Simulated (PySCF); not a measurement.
B3LYP has the VWN-RPA correlation part, as in Gaussian. Delta-SCF ions had no search for a lower state. Excitations are Tamm–Dancoff values on a coarser integration grid. The basis has no diffuse functions, so Rydberg states are missing or too high.

**Br4Sn, SMILES `[Br][Sn]([Br])([Br])[Br]` (charge 0, multiplicity 1)**

Computed with B3LYP-D3(BJ)/def2-TZVP // B3LYP-D3(BJ)/def2-SVP (PySCF 2.14.0).

```json
{
 "HOMO": "-8.64 eV",
 "dipole_moment": "0.00 D",
 "HOMO–LUMO gap": "4.55 eV",
 "LUMO": "-4.09 eV",
 "S1 excitation (TDA)": "3.61 eV",
 "S1 oscillator strength": "0.000",
 "brightest of the four lowest singlets (TDA)": "4.08 eV",
 "vertical ionisation energy (Delta-SCF)": "10.48 eV",
 "total_energy": "-286027.59 eV",
 "cost": "roughly 5 core-minutes"
}
```

```xyz
5

Br    -1.5991    -1.8215    -0.5638
Sn     0.0000     0.0000     0.0000
Br    -1.1579     2.1974    -0.1538
Br     1.9071    -0.0463    -1.5979
Br     0.8498    -0.3296     2.3156
```
